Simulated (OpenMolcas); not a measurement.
What dynamic correlation does to the levels of Ar⁶⁺

```
Program             : OpenMolcas 26.06
Basis               : ANO-R3 [6s5p4d2f1g]
Scalar Hamiltonian  : X2C, finite nucleus
Active space        : 2 electrons in 4 orbitals (3s 3p)
State averaging     : 2S+1 = 3 even, 3 roots (0 in the spin-orbit step); 2S+1 = 1 even, 1 root; 2S+1 = 3 odd, 3 roots
Spin-orbit coupling : RASSI with atomic mean-field integrals over the reference wave functions, term energies averaged over their components
```

Methods on the same reference wave functions:
A. CASSCF
B. SS-CASPT2, IPEA 0.25 Eh, imaginary shift 0.1 Eh (closed shells correlated: 2s 2p)

Energies in cm⁻¹ above 3s² ¹S₀, the measured ground level; measured values from Saloman, J. Phys. Chem. Ref. Data 39, 033101 (2010).

```tsv
Level	A	B	Measured
3s² ¹S₀	0.0	0.0	0.0
3s 3p ³P°₀	113549	113017	113101
3s 3p ³P°₁	114311	113780	113906
3s 3p ³P°₂	115835	115304	115590
```

Deviations, from unrounded energies. A percentage is the sum of absolute deviations over the sum of measured energies, with the sign that they share, or ± where signs differ.

```
           Against measurement  Levels     A     B
mean absolute deviation (cm-1)       3   370   170
      other configurations (%)       3  +0.3  -0.1
```

B lies closest to measurement on these levels. The largest miss of B in the table is 3s 3p ³P°₂, by -290 cm-1. The ranking rests on the paired levels alone, and a cruder setting can come out closer through cancelling errors.

The lowest spin-free term lies below A's lowest term by 0.243 hartree in B.

Measured partners are found by configuration, term and J. A level has none where our copy of the source lacks it or the pairing is in doubt (some pairs that miss far off the trend of their configuration count as doubtful), and it then counts in no deviation. Only configurations of the active space appear.

° marks odd parity.
